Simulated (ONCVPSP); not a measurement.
**Transferability test, ONCV potential for Ag**

Ag, optimised norm-conserving Vanderbilt (ONCV), made with ONCVPSP 4.0.1 (PBE, scalar-relativistic). Core [Ar] 3d10, reference 4s2 4p6 4d10 5s0.5 (charge +0.5). Waves: 4s+5s: rc 1.65 bohr, ncon 3, nbas 6, qcut 6.7 1/bohr, 2 projectors; 4p: rc 1.55 bohr, ncon 5, nbas 9, qcut 10.7 1/bohr, 1 projector; 4d: rc 1.65 bohr, ncon 4, nbas 7, qcut 9.4 1/bohr, 2 projectors, debl 1.1 Ha; f scattering state at 0.08 Ha: rc 1.70 bohr, ncon 4, nbas 7, qcut 6.8 1/bohr, 2 projectors, debl 1.7 Ha. Local part: polynomial inside 1.50 bohr (lpopt 5, dvloc0 2 Ha). Core correction: polynomial model core, fcfact 0.75.

Energies are relative to the spin-unpolarised reference configuration 4s2 4p6 4d10 5s0.5; without spin polarisation the order of configurations can differ from experiment.

```tsv
valence configuration	charge	ΔE all-electron (eV)	error AE − PS (meV)
4s2 4p6 4d10 5s0	+1	4.741	-1.2
4s2 4p6 4d9 5s0	+2	26.854	-2.7
4s2 4p6 4d10 5s0 5p1	0	0.849	-8.7
```

(1) What are ΔE and the potential's error for 4s2 4p6 4d10 5s1?

## Answers

(1) ΔE = -3.017 eV all-electron; the error (AE − PS) is +0.3 meV.
